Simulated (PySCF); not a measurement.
Cl5Nb, charge +1, doublet, geometry from GFN2-xTB (such geometries of metal compounds can be far from the true shape) (the multiplicity is a formal guess) (all electrons, no relativity); CAMB3LYP/3-21G (PySCF).

The PySCF input:
```python
from pyscf import gto, scf, dft

mol = gto.Mole()
mol.atom = '''
    Nb    0.02729002    0.16592046   -0.13871072
    Cl    1.97824464   -0.18680081   -1.05168105
    Cl    0.62431961   -1.30473457    1.84570697
    Cl   -1.22195116    0.76817675   -1.85553039
    Cl   -1.47094980   -1.62636147    0.27666815
    Cl    0.02451960    1.94955898    1.11937393
'''
mol.basis = '3-21g'
mol.charge = 1
mol.spin = 1
mol.verbose = 4
mol.build()

mf = dft.UKS(mol)
mf.xc = 'camb3lyp'
mf.kernel()
mf.analyze()
```

What the program printed (banner, timings and long lists left out):

```
PySCF version 2.14.0

[INPUT] verbose = 4
[INPUT] num. atoms = 6
[INPUT] num. electrons = 125
[INPUT] charge = 1
[INPUT] spin (= nelec alpha-beta = 2S) = 1
[INPUT] symmetry False subgroup None
[INPUT] Mole.unit = angstrom
[INPUT] Symbol           X                Y                Z      unit          X                Y                Z       unit  Magmom
[...]
nuclear repulsion = 1242.98300252123
number of shells = 49
number of NR pGTOs = 216
number of NR cGTOs = 101
basis = 3-21g
ecp = {}

******** <class 'pyscf.dft.uks.UKS'> ********
method = UKS
initial guess = minao
damping factor = 0
level_shift factor = 0
DIIS = <class 'pyscf.scf.diis.CDIIS'>
diis_start_cycle = 1
diis_space = 8
diis_damp = 0
SCF conv_tol = 1e-09
SCF conv_tol_grad = None
SCF max_cycles = 50
direct_scf = True
direct_scf_tol = 1e-13
number electrons alpha = 63  beta = 62
XC library pyscf.dft.libxc version 7.1.2
    S. Lehtola, C. Steigemann, M. J. T. Oliveira, and M. A. L. Marques,  SoftwareX 7, 1–5 (2018)
XC functionals = camb3lyp
    T. Yanai, D. P. Tew, and N. C. Handy,  Chem. Phys. Lett. 393, 51 (2004)
radial grids:
    Treutler-Ahlrichs [JCP 102, 346 (1995); DOI:10.1063/1.469408] (M4) radial grids

becke partition: Becke, JCP 88, 2547 (1988); DOI:10.1063/1.454033
pruning grids: <function nwchem_prune>
grids dens level: 3
symmetrized grids: False
atomic radii adjust function: <function treutler_atomic_radii_adjust>
small_rho_cutoff = 0
Set gradient conv threshold to 3.16228e-05
tot grids = 116840
init E= -6022.20394795572

cycle= 1 E= -6027.71209033192  delta_E= -5.51  |g|= 0.347  |ddm|= 2.24
cycle= 2 E= -6026.9825693419  delta_E= 0.73  |g|=  1.3  |ddm|= 1.41
cycle= 3 E= -6027.80141193532  delta_E= -0.819  |g|= 0.146  |ddm|= 0.88
cycle= 4 E= -6027.81463457066  delta_E= -0.0132  |g|= 0.0212  |ddm|= 0.179
cycle= 5 E= -6027.81497083505  delta_E= -0.000336  |g|= 0.0121  |ddm|= 0.0427
cycle= 6 E= -6027.81511119887  delta_E= -0.00014  |g|= 0.00461  |ddm|= 0.0224
cycle= 7 E= -6027.81514447499  delta_E= -3.33e-05  |g|= 0.00248  |ddm|= 0.0103
cycle= 8 E= -6027.8151708974  delta_E= -2.64e-05  |g|= 0.00118  |ddm|= 0.0141
cycle= 9 E= -6027.81517526756  delta_E= -4.37e-06  |g|= 0.000654  |ddm|= 0.00515
cycle= 10 E= -6027.81517716172  delta_E= -1.89e-06  |g|= 0.000226  |ddm|= 0.00422
cycle= 11 E= -6027.81517744094  delta_E= -2.79e-07  |g|= 9.21e-05  |ddm|= 0.00161
cycle= 12 E= -6027.8151774845  delta_E= -4.36e-08  |g|= 6.07e-05  |ddm|= 0.000596
cycle= 13 E= -6027.81517749381  delta_E= -9.31e-09  |g|= 5.05e-05  |ddm|= 0.000209
cycle= 14 E= -6027.81517750162  delta_E= -7.81e-09  |g|= 2.03e-05  |ddm|= 0.000343
cycle= 15 E= -6027.8151775023  delta_E= -6.82e-10  |g|= 1.44e-05  |ddm|= 0.000123
Extra cycle  E= -6027.81517750238  delta_E= -8e-11  |g|= 2.07e-05  |ddm|= 5.06e-05
converged SCF energy = -6027.81517750238  <S^2> = 0.75864864  2S+1 = 2.00863
**** SCF Summaries ****
Total Energy =                       -6027.815177502381630
Nuclear Repulsion Energy =            1242.983002521227490
One-electron Energy =               -10776.634809027866140
Two-electron Energy =                 3505.836629004256793
Two-electron Coulomb Energy =         3763.302056900373827
DFT Exchange-Correlation Energy =     -257.465427896116978
**** MO energy ****
                             alpha | beta                alpha | beta
[...]
To work with the spin densities directly, `use mulliken_meta_spin()` only printing them here.

 ** Mulliken spin pop alpha/beta on meta-lowdin orthogonal AOs **
 ** Mulliken Spin Density (per AO)  **
spin_pop of  0 Nb 1s       -0.00000
spin_pop of  0 Nb 2s       -0.00000
spin_pop of  0 Nb 3s       -0.00000
spin_pop of  0 Nb 4s       -0.00000
spin_pop of  0 Nb 5s       -0.00266
spin_pop of  0 Nb 6s       -0.00037
spin_pop of  0 Nb 2px       0.00000
spin_pop of  0 Nb 2py      -0.00000
spin_pop of  0 Nb 2pz      -0.00000
spin_pop of  0 Nb 3px      -0.00000
spin_pop of  0 Nb 3py       0.00000
spin_pop of  0 Nb 3pz      -0.00000
spin_pop of  0 Nb 4px       0.00002
spin_pop of  0 Nb 4py       0.00001
spin_pop of  0 Nb 4pz       0.00001
spin_pop of  0 Nb 5px      -0.00019
spin_pop of  0 Nb 5py      -0.00040
spin_pop of  0 Nb 5pz      -0.00032
spin_pop of  0 Nb 6px       0.00002
spin_pop of  0 Nb 6py      -0.00004
spin_pop of  0 Nb 6pz      -0.00001
spin_pop of  0 Nb 3dxy      0.00000
spin_pop of  0 Nb 3dyz      0.00000
spin_pop of  0 Nb 3dz^2     0.00000
spin_pop of  0 Nb 3dxz      0.00000
spin_pop of  0 Nb 3dx2-y2    0.00000
spin_pop of  0 Nb 4dxy     -0.00733
spin_pop of  0 Nb 4dyz     -0.01005
spin_pop of  0 Nb 4dz^2    -0.00530
spin_pop of  0 Nb 4dxz     -0.00392
spin_pop of  0 Nb 4dx2-y2   -0.00684
spin_pop of  0 Nb 5dxy     -0.00004
spin_pop of  0 Nb 5dyz     -0.00004
spin_pop of  0 Nb 5dz^2    -0.00001
spin_pop of  0 Nb 5dxz     -0.00006
spin_pop of  0 Nb 5dx2-y2   -0.00005
spin_pop of  1 Cl 1s       -0.00000
spin_pop of  1 Cl 2s       -0.00000
spin_pop of  1 Cl 3s       -0.00007
spin_pop of  1 Cl 4s       -0.00004
spin_pop of  1 Cl 2px      -0.00000
spin_pop of  1 Cl 2py      -0.00000
spin_pop of  1 Cl 2pz      -0.00000
spin_pop of  1 Cl 3px      -0.00025
spin_pop of  1 Cl 3py      -0.00192
spin_pop of  1 Cl 3pz      -0.00034
spin_pop of  1 Cl 4px      -0.00003
spin_pop of  1 Cl 4py      -0.00002
spin_pop of  1 Cl 4pz      -0.00001
spin_pop of  2 Cl 1s        0.00000
spin_pop of  2 Cl 2s       -0.00000
spin_pop of  2 Cl 3s        0.00170
spin_pop of  2 Cl 4s       -0.00011
spin_pop of  2 Cl 2px       0.00003
spin_pop of  2 Cl 2py       0.00001
spin_pop of  2 Cl 2pz       0.00001
spin_pop of  2 Cl 3px       0.43381
spin_pop of  2 Cl 3py       0.07328
spin_pop of  2 Cl 3pz       0.12222
spin_pop of  2 Cl 4px       0.00059
spin_pop of  2 Cl 4py       0.00027
spin_pop of  2 Cl 4pz       0.00022
spin_pop of  3 Cl 1s        0.00000
spin_pop of  3 Cl 2s        0.00000
spin_pop of  3 Cl 3s       -0.00015
spin_pop of  3 Cl 4s       -0.00011
spin_pop of  3 Cl 2px      -0.00000
spin_pop of  3 Cl 2py      -0.00000
spin_pop of  3 Cl 2pz      -0.00000
spin_pop of  3 Cl 3px      -0.00565
spin_pop of  3 Cl 3py      -0.00660
spin_pop of  3 Cl 3pz       0.00054
spin_pop of  3 Cl 4px      -0.00004
spin_pop of  3 Cl 4py       0.00001
spin_pop of  3 Cl 4pz      -0.00003
spin_pop of  4 Cl 1s        0.00000
spin_pop of  4 Cl 2s       -0.00000
spin_pop of  4 Cl 3s        0.00308
spin_pop of  4 Cl 4s       -0.00024
spin_pop of  4 Cl 2px       0.00001
spin_pop of  4 Cl 2py       0.00000
spin_pop of  4 Cl 2pz       0.00001
spin_pop of  4 Cl 3px       0.19003
spin_pop of  4 Cl 3py       0.01553
spin_pop of  4 Cl 3pz       0.21361
spin_pop of  4 Cl 4px       0.00031
spin_pop of  4 Cl 4py       0.00016
spin_pop of  4 Cl 4pz       0.00043
spin_pop of  5 Cl 1s       -0.00000
spin_pop of  5 Cl 2s       -0.00000
spin_pop of  5 Cl 3s       -0.00007
spin_pop of  5 Cl 4s       -0.00004
spin_pop of  5 Cl 2px       0.00000
spin_pop of  5 Cl 2py      -0.00000
spin_pop of  5 Cl 2pz      -0.00000
spin_pop of  5 Cl 3px       0.00106
spin_pop of  5 Cl 3py      -0.00088
spin_pop of  5 Cl 3pz      -0.00268
spin_pop of  5 Cl 4px      -0.00001
spin_pop of  5 Cl 4py      -0.00003
spin_pop of  5 Cl 4pz      -0.00001
 ** Mulliken Spin Density (per atom)  **
spin density of  0 Nb =     -0.03755
spin density of  1 Cl =     -0.00268
spin density of  2 Cl =      0.63202
spin density of  3 Cl =     -0.01205
spin density of  4 Cl =      0.42293
spin density of  5 Cl =     -0.00268
 ** Mulliken pop alpha/beta on meta-lowdin orthogonal AOs **
 ** Mulliken pop       alpha | beta **
In total            63.00000 | 62.00000
 ** Mulliken atomic charges   ( Nelec_alpha | Nelec_beta ) **
charge of  0Nb =      0.84142  (    20.06052     20.09806 )
charge of  1Cl =      0.05670  (     8.47031      8.47299 )
charge of  2Cl =      0.00960  (     8.81121      8.17919 )
charge of  3Cl =      0.02106  (     8.48344      8.49549 )
charge of  4Cl =      0.01453  (     8.70420      8.28127 )
charge of  5Cl =      0.05670  (     8.47031      8.47299 )

WARN: System has nonzero charge 1; the dipole moment is origin-dependent.
Location of origin: [0. 0. 0.]

Dipole moment(X, Y, Z, Debye):  0.39035,  0.64490, -0.28337
```
